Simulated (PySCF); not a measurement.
# How methods differ on the excitation energy of Te

Te [Kr] 4d10 5s2 5p4 (3P) → Te [Kr] 4d10 5s1 5p4 5d1 (high-spin determinant), as a difference of total energies. All numbers are calculated (PySCF 2.14, scalar relativity by spin-free X2C-1e, in x2c-QZVPPall with one added diffuse shell each of s, p, d, f type (14s10p8d5f1g, 128 functions)). Correlated levels: valence: [Kr] 4d10 frozen; valence and next inner shell: [Ar] 3d10 frozen. The calculations carry no spin-orbit coupling.

```csv
method,excitation energy (eV)
UHF,15.012
LDA,16.238
PBE,15.807
PBE0,15.849
r2SCAN,15.725
r2SCAN0,15.792
BHandHLYP,16.173
TPSS,15.781
MP2 (valence),15.412
SCS-MP2 (valence),15.578
MP2 (valence and next inner shell),16.003
SCS-MP2 (valence and next inner shell),16.029
```

**Question.** How much does correlation contribute at MP2 (valence and next inner shell)?

**Answer.** 16.003 − (15.012) = 0.991 eV, measured against UHF.

A first-order spin-orbit estimate (lowest level to lowest level, LS coupling) adds -0.025 eV.

The upper state lies above the first ionisation limit, where it may autoionise and the basis confines it.

The promoted electron is Rydberg-like, and one or two diffuse shells describe it only roughly, which tends to raise the upper state.

The determinant of the upper state mixes LS terms, which raises its energy above the lowest term, most at the Hartree-Fock and MP2 levels.
